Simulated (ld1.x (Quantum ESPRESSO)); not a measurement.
An all-electron radial function and its pseudo partner (nitrogen)

Columns: radius, all-electron u(r) and pseudo u(r) of the 2s shell (level -25.12 eV) of nitrogen in the configuration [He] 2s2 2p2.5; PBE, scalar-relativistic, ultrasoft scheme, ld1.x (Quantum ESPRESSO) 7.5.

```csv
r (bohr),all-electron,pseudo
0.123,0.3972,-0.1408
0.245,0.1956,-0.2835
0.368,-0.1353,-0.4303
0.490,-0.4325,-0.5737
0.613,-0.6575,-0.7060
0.735,-0.8035,-0.8127
0.858,-0.8833,-0.8835
0.980,-0.9106,-0.9106
1.103,-0.9004,-0.9004
1.225,-0.8649,-0.8649
1.348,-0.8131,-0.8131
1.470,-0.7527,-0.7527
1.593,-0.6878,-0.6878
1.715,-0.6229,-0.6229
1.838,-0.5593,-0.5593
1.960,-0.4994,-0.4994
2.083,-0.4432,-0.4432
2.205,-0.3921,-0.3921
2.328,-0.3453,-0.3453
2.450,-0.3034,-0.3034
2.573,-0.2657,-0.2657
2.695,-0.2323,-0.2323
2.818,-0.2026,-0.2026
2.940,-0.1765,-0.1765
3.063,-0.1534,-0.1534
3.185,-0.1333,-0.1333
```

(1) How many radial nodes do the two functions have?

(2) At about which radius was the pseudo-wave matched?

(3) Is the pseudo-wave norm-conserving?

Results:

(1) The all-electron 2s function has n − l − 1 = 1; the pseudo-wave has 0, since the states of the same l below it are removed with the core.

(2) 0.90 bohr, where the columns begin to agree (steps of 0.12 bohr).

(3) No, it belongs to an ultrasoft set: the norm inside the radius is not constrained, and the difference is carried by the augmentation charge.
